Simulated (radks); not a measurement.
Question: The mean radii <r> (bohr) of the occupied orbitals of an atom or ion are listed with their occupations. All-electron calculation, scalar-relativistic Kohn-Sham, SCAN, spin-polarised, spherical densities, finite nucleus; meta-GGA in the generalised Kohn-Sham scheme; Fermi nuclear charge, rms radius of each element as measured or else 0.836 A^(1/3) + 0.57 fm. Program: a radial shooting solver on a logarithmic mesh with Libxc functionals.

| orbital | occ. | <r> |
|---|---|---|
| 1s up | 1 | 0.03111 |
| 1s down | 1 | 0.03111 |
| 2s up | 1 | 0.1348 |
| 2s down | 1 | 0.1348 |
| 2p up | 3 | 0.1177 |
| 2p down | 3 | 0.1177 |
| 3s up | 1 | 0.3674 |
| 3s down | 1 | 0.3674 |
| 3p up | 3 | 0.3669 |
| 3p down | 3 | 0.3668 |
| 3d up | 5 | 0.3454 |
| 3d down | 5 | 0.3453 |
| 4s up | 1 | 0.8931 |
| 4s down | 1 | 0.8912 |
| 4p up | 3 | 0.9616 |
| 4p down | 3 | 0.9585 |
| 4d up | 5 | 1.148 |
| 5p up | 3 | 2.402 |

Name the element and its charge. Open shells, if any, are filled with parallel spins first.

Answer: Z = 47, silver, charge +3: Ag3+ in [Kr] 4d5 5p3. The 1s radius gives Z: for a bare nucleus <r> = (2 gamma + 1)/(2Z) with gamma = sqrt(1 - (Z/c)^2), 0.03062 bohr for Z = 47, and screening makes it slightly larger (0.03111 here). The occupations add up to 44, and the charge is Z minus that.
